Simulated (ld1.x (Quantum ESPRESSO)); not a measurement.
**An all-electron radial function and its pseudo partner (Al)**

Columns: radius, all-electron u(r) and pseudo u(r) of the 3s shell (level -11.07 eV) of aluminium in the configuration [Ne] 3s2 3p0.5; PBE, non-relativistic, TM scheme, ld1.x (Quantum ESPRESSO) 7.5.

```tsv
r (bohr)	all-electron	pseudo
0.098	0.1269	0.0422
0.195	-0.0710	0.0816
0.292	-0.2336	0.1166
0.390	-0.3024	0.1459
0.488	-0.2902	0.1690
0.585	-0.2255	0.1869
0.682	-0.1316	0.2030
0.780	-0.0236	0.2211
0.878	0.0865	0.2455
0.975	0.1907	0.2795
1.072	0.2864	0.3259
1.170	0.3724	0.3842
1.268	0.4468	0.4485
1.365	0.5091	0.5092
1.463	0.5612	0.5612
1.560	0.6029	0.6029
1.658	0.6359	0.6359
1.755	0.6601	0.6601
1.852	0.6767	0.6767
1.950	0.6865	0.6865
2.047	0.6900	0.6900
2.145	0.6881	0.6881
2.242	0.6816	0.6816
2.340	0.6710	0.6710
2.438	0.6569	0.6569
2.535	0.6403	0.6403
```

Problem. How many radial nodes do the two functions have?

Solution. The all-electron 3s function has n − l − 1 = 2; the pseudo-wave has 0, since the states of the same l below it are removed with the core.

Problem. At about which radius was the pseudo-wave matched?

Solution. 1.45 bohr, where the columns begin to agree (steps of 0.10 bohr).

Problem. Where does each function peak?

Solution. Outermost all-electron maximum near 2.05 bohr, pseudo maximum near 2.05 bohr (to the table’s step).

Problem. Is the pseudo-wave norm-conserving?

Solution. Yes: the TM scheme keeps the norm inside the radius equal to the all-electron one, which fixes the energy derivative of the logarithmic derivative at the level.
